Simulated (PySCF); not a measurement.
I₃In, charge +1, multiplicity 2. Atoms are numbered in the order given.

```xyz
4

In     0.0000     0.0000     0.4065
I      0.0000     1.7785    -1.6960
I      0.0000     0.0000     3.0163
I      0.0000    -1.7785    -1.6960
```
Charge +1, spin multiplicity 2.

Coordinates come from a B3LYP-D3(BJ)/def2-SVP optimisation. The spin state was assumed, not searched. The isomer is the one that the SMILES or the coordinates give; other isomers of the formula were not compared. The def2 effective core potentials stand for the cores of I, In; spin–orbit coupling is left out.

All values below come from TDA-B3LYP/def2-SVPD run with PySCF.

Vertical excitations. Isolated molecule, no solvent.

Computed lowest excited states:
```json
[
 {"state": "root 1", "energy (eV)": "0.69", "λ (nm)": "1808", "f": "0.000", "main pairs": "β HOMO−2→LUMO 100 %"},
 {"state": "root 2", "energy (eV)": "1.06", "λ (nm)": "1166", "f": "0.000", "main pairs": "β HOMO→LUMO 96 %"},
 {"state": "root 3", "energy (eV)": "1.11", "λ (nm)": "1115", "f": "0.000", "main pairs": "β HOMO−1→LUMO 73 %, β HOMO−4→LUMO 26 %"},
 {"state": "root 4", "energy (eV)": "1.48", "λ (nm)": "837", "f": "0.000", "main pairs": "β HOMO−4→LUMO 73 %, β HOMO−1→LUMO 27 %"},
 {"state": "root 5", "energy (eV)": "1.87", "λ (nm)": "663", "f": "0.056", "main pairs": "β HOMO−3→LUMO 84 %"},
 {"state": "root 6", "energy (eV)": "1.91", "λ (nm)": "650", "f": "0.000", "main pairs": "β HOMO−5→LUMO 95 %"},
 {"state": "root 7", "energy (eV)": "2.38", "λ (nm)": "521", "f": "0.000", "main pairs": "α HOMO→LUMO 58 %, β HOMO→LUMO+1 41 %"},
 {"state": "root 8", "energy (eV)": "2.49", "λ (nm)": "499", "f": "0.000", "main pairs": "α HOMO−1→LUMO 59 %, β HOMO−1→LUMO+1 40 %"},
 {"state": "root 9", "energy (eV)": "2.76", "λ (nm)": "449", "f": "0.000", "main pairs": "α HOMO→LUMO 23 %, α HOMO−2→LUMO 8 %, β HOMO→LUMO+1 37 %, β HOMO−6→LUMO 32 %"},
 {"state": "root 10", "energy (eV)": "2.85", "λ (nm)": "435", "f": "0.000", "main pairs": "α HOMO−3→LUMO 28 %, β HOMO−2→LUMO+1 71 %"}
]
```
Unrestricted roots are not spin-pure.
